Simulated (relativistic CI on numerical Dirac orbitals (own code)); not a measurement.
**Electric-dipole transitions in Ag⁴²⁺**

Computed by Dirac-Coulomb-Breit CI, orbitals from a KLI potential per configuration, model QED, unscaled Slater integrals (own radial code, finite nucleus).

CI space (outside the closed core 1s2): 2s²2p, 2s2p², 2p³, 2p²3s, 2p²3p, 2p²3d, 2s²3s, 2s²3p, 2s²3d, 2s2p3s, 2s2p3p, 2s2p3d, 2s²4s, 2s²4p, 2s²4d, 2s²4f. Levels of other configurations are missing.

```csv
λ vac (Å),Lower,Upper,A (s⁻¹),log gf,S velocity/length
3.1433,2s2p² ⁴P3/2 [4],2s2p3d ⁴P°1/2 [59],2.60e+14,-0.11,0.98
3.1444,2s2p² ⁴P3/2 [4],2s2p3d ⁴P°3/2 [57],1.94e+14,0.06,0.99
3.1459,2s²2p ²P°1/2 [1],2s²3d ²D3/2 [23],2.66e+14,0.20,0.99
3.1463,2s2p² ⁴P3/2 [4],2s2p3d ⁴D°5/2 [56],1.06e+14,-0.02,1.00
3.1589,2s2p² ²D3/2 [6],2s2p3d ²F°5/2 [74],2.37e+14,0.33,0.99
3.1611,2s2p² ⁴P1/2 [2],2s2p3d ⁴D°3/2 [35],2.48e+14,0.17,0.99
3.1619,2s2p² ⁴P1/2 [2],2s2p3d ⁴D°1/2 [34],3.72e+14,0.05,0.99
3.1660,2s2p² ²D5/2 [5],2s2p3d ⁴F°7/2 [58],2.08e+14,0.40,1.00
3.1684,2s2p² ²D5/2 [5],2s2p3d ⁴D°5/2 [56],1.46e+14,0.12,0.99
3.1803,2p³ ²D°5/2 [13],2p²3d ²F7/2 [118],1.16e+14,0.15,1.00
3.1817,2p³ ²P°3/2 [9],2p²3d ⁴P3/2 [98],1.78e+14,0.03,0.99
3.1821,2p³ ²D°5/2 [13],2p²3d ²F7/2 [117],1.38e+14,0.22,1.00
3.1910,2p³ ²P°3/2 [9],2p²3d ⁴P5/2 [94],1.74e+14,0.20,0.99
3.2652,2s2p² ⁴P5/2 [8],2s2p3d ²F°7/2 [78],9.22e+13,0.07,0.99
3.2934,2s²2p ²P°3/2 [3],2s²3d ²D5/2 [25],2.43e+14,0.38,1.00
3.2946,2s2p² ⁴P3/2 [4],2s2p3d ⁴P°5/2 [33],1.87e+14,0.26,0.99
3.2989,2s2p² ⁴P5/2 [8],2s2p3d ²F°7/2 [67],3.26e+14,0.63,1.00
3.3062,2s2p² ²D5/2 [5],2s2p3d ⁴F°7/2 [36],2.10e+14,0.44,1.00
3.3084,2s2p² ⁴P5/2 [8],2s2p3d ²D°5/2 [63],1.70e+14,0.22,0.99
3.3104,2p³ ²P°3/2 [15],2p²3d ²D5/2 [125],2.16e+14,0.33,1.00
3.3125,2s2p² ²P3/2 [11],2s2p3d ²D°5/2 [79],3.43e+14,0.53,1.00
3.3162,2p³ ⁴S°3/2 [12],2p²3d ²D5/2 [100],2.54e+14,0.40,0.99
3.3280,2p³ ²D°5/2 [13],2p²3d ²F7/2 [101],3.42e+14,0.66,1.00
3.3339,2p³ ²P°3/2 [15],2p²3d ²D5/2 [123],2.77e+14,0.44,1.00
3.3358,2s2p² ²D3/2 [6],2s2p3d ²F°5/2 [39],1.79e+14,0.25,1.01
3.3370,2p³ ²P°3/2 [9],2p²3d ²D5/2 [55],2.02e+14,0.31,0.99
3.3375,2p³ ²P°3/2 [15],2p²3d ²P3/2 [122],2.36e+14,0.20,0.97
3.3384,2s2p² ²P1/2 [7],2s2p3d ²D°3/2 [38],1.72e+14,0.06,1.00
9.7217,2s²3d ²D3/2 [23],2s²4f ²F°5/2 [131],3.54e+13,0.48,0.97
9.8408,2s²3d ²D5/2 [25],2s²4f ²F°7/2 [132],4.84e+13,0.75,0.97
```

Terms are leading LS components. Brackets give the number of a level in order of energy, since labels repeat. The list gives strong lines, with weight on those to low levels. Levels whose partners in the same complex of configurations lie outside the list can be far off, and so can their lines. Rates are taken at the computed energies, electric ones in the length gauge. A velocity-to-length ratio far from 1 marks an uncertain rate.

At this charge energies of transitions that change n are usually good to better than 1 %, and those within a shell (Δn = 0) to a few per cent.

LS names give the leading component of a level, which can be under half, so a name can repeat, a term be missing and a line seem to break the LS rules.
